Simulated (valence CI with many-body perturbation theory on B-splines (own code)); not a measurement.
## Level structure of Ar3+

Computed by valence CI with perturbative core correlation (CI+MBPT): five valence electrons over a frozen Dirac-Fock core [Ne], a basis of 9 s, 9 p, 8 d, 6 f, 3 g, 1 h functions for each j, with the one-electron correlation potential Σ1, the two-electron term Σ2, the three-electron term Σ3, Breit, model QED; selected CI, second order for the rest, scaled by the run's own slope (own B-spline code, finite nucleus).

Against 29 measured levels this calculation errs by 144 cm⁻¹ on average and by 401 at most. These come from a selection out of Saloman, J. Phys. Chem. Ref. Data 39, 033101 (2010). Levels without a partner in it may be off by more. Among the levels kept, up to 2000 cm⁻¹ of a level comes from second order outside the variational space, and about a tenth of that is noise between levels of different J, which matters for small intervals.

Levels 1 to 32 of 32, with energies above the lowest level, 3s²3p³ ⁴S°_3/2. "Leading %" is the weight of the configuration and term that name the level; weights of strongly mixed levels are sums over their largest components and can fall short, so below about 35 % the name and the second component can differ from the true leading terms, or belong to a minority configuration. In the jj column 3d3/2^4 stands for four electrons in 3d with j = 3/2. Lifetimes count E1, E2, E3, M1 and M2 decay at the calculated energies, and are blank where another channel may lead or the interval is too uncertain; long ones can be off by a factor of two.

```csv
No.,Configuration,Term,J,E (cm⁻¹),Leading %,Leading jj,Second component,Lifetime
1,3s²3p³,⁴S°,3/2,0.0,95,3s^2 3p1/2 3p3/2^2 (53 %),,
2,3s²3p³,²D°,3/2,21273,94,3s^2 3p1/2 3p3/2^2 (42 %),,43.6 s
3,3s²3p³,²D°,5/2,21399,95,3s^2 3p1/2 3p3/2^2 (95 %),,509 s
4,3s²3p³,²P°,1/2,35115,93,3s^2 3p1/2 3p3/2^2 (93 %),,611 ms
5,3s²3p³,²P°,3/2,35291,92,3s^2 3p3/2^3 (55 %),,273 ms
6,3s3p⁴,⁴P,5/2,117484,85,3s 3p1/2^2 3p3/2^2 (59 %),11 % 3s²3p²3d ⁴P,4.11 ns
7,3s3p⁴,⁴P,3/2,118426,85,3s 3p1/2 3p3/2^3 (75 %),12 % 3s²3p²3d ⁴P,4.04 ns
8,3s3p⁴,⁴P,1/2,118949,84,3s 3p3/2^4 (36 %),12 % 3s²3p²3d ⁴P,3.99 ns
9,3s3p⁴,²D,3/2,145951,71,3s 3p1/2 3p3/2^3 (46 %),24 % 3s²3p²3d ²D,2.16 ns
10,3s3p⁴,²D,5/2,146033,71,3s 3p1/2 3p3/2^3 (49 %),24 % 3s²3p²3d ²D,2.23 ns
11,3s²3p²3d,²P,3/2,166369,62,3s^2 3p1/2 3p3/2 3d5/2 (26 %),33 % 3s3p⁴ ²P,990 ps
12,3s²3p²3d,²P,1/2,167451,61,3s^2 3p3/2^2 3d5/2 (38 %),33 % 3s3p⁴ ²P,964 ps
13,3s3p⁴,²S,1/2,178130,73,3s 3p1/2^2 3p3/2^2 (46 %),22 % 3s²3p²3d ²S,661 ps
14,3s²3p²3d,⁴F,3/2,180686,95,3s^2 3p1/2 3p3/2 3d3/2 (38 %),,453 ns
15,3s²3p²3d,⁴F,5/2,181036,94,3s^2 3p1/2 3p3/2 3d3/2 (55 %),,601 ns
16,3s²3p²3d,⁴F,7/2,181533,94,3s^2 3p1/2 3p3/2 3d5/2 (55 %),,1.05 μs
17,3s²3p²3d,⁴F,9/2,182182,95,3s^2 3p3/2^2 3d5/2 (60 %),,109 ms
18,3s²3p²3d,²F,5/2,187064,63,3s^2 3p1/2 3p3/2 3d3/2 (56 %),31 % 3s²3p²3d ⁴D,200 ns
19,3s²3p²3d,⁴D,1/2,187274,94,3s^2 3p1/2 3p3/2 3d3/2 (75 %),,155 ns
20,3s²3p²3d,⁴D,7/2,187312,60,3s^2 3p1/2 3p3/2 3d5/2 (66 %),35 % 3s²3p²3d ²F,
21,3s²3p²3d,⁴D,3/2,187393,94,3s^2 3p1/2 3p3/2 3d3/2 (30 %),,117 ns
22,3s²3p²3d,⁴D,5/2,187843,63,3s^2 3p1/2 3p3/2 3d5/2 (44 %),31 % 3s²3p²3d ²F,120 ns
23,3s²3p²3d,²F,7/2,188864,60,3s^2 3p3/2^2 3d5/2 (86 %),34 % 3s²3p²3d ⁴D,983 ns
24,3s²3p²3d,²G,7/2,208054,95,3s^2 3p1/2 3p3/2 3d3/2 (55 %),,189 ns
25,3s²3p²3d,²G,9/2,208145,95,3s^2 3p1/2 3p3/2 3d5/2 (60 %),,113 ms
26,3s²3p²3d,⁴P,5/2,220937,82,3s^2 3p1/2 3p3/2 3d5/2 (43 %),11 % 3s3p⁴ ⁴P,30.9 ps
27,3s²3p²3d,⁴P,3/2,221453,81,3s^2 3p1/2 3p3/2 3d3/2 (26 %),11 % 3s3p⁴ ⁴P,30.7 ps
28,3s²3p²3d,⁴P,1/2,221774,81,3s^2 3p3/2^2 3d3/2 (40 %),11 % 3s3p⁴ ⁴P,30.4 ps
29,3s²3p²3d,²P,3/2,223309,45,3s 3p1/2^2 3p3/2^2 (27 %),44 % 3s3p⁴ ²P,44.5 ps
30,3s²3p²3d,²P,1/2,224378,49,3s 3p1/2 3p3/2^3 (30 %),43 % 3s3p⁴ ²P,44.5 ps
31,3s²3p²3d,²D,3/2,225155,88,3s^2 3p1/2^2 3d3/2 (33 %),,282 ps
32,3s²3p²3d,²D,5/2,226537,90,3s^2 3p3/2^2 3d5/2 (60 %),,265 ps
```

Names give the largest LS component (configuration and term), which can be under half, so a name can repeat, a term be missing and a line seem to break the LS rules; names also repeat where a configuration has a term twice.

Where two levels of one J and parity lie close, their mixing, g and order are uncertain.

The ionisation energy to 3s²3p² ³P0 of the next ion comes out as 59.097 eV (NIST: 59.58 ± 0.18 eV (semi-empirical), further off than twice its uncertainty). All 32 levels together are meant to be complete up to 234046 cm⁻¹.
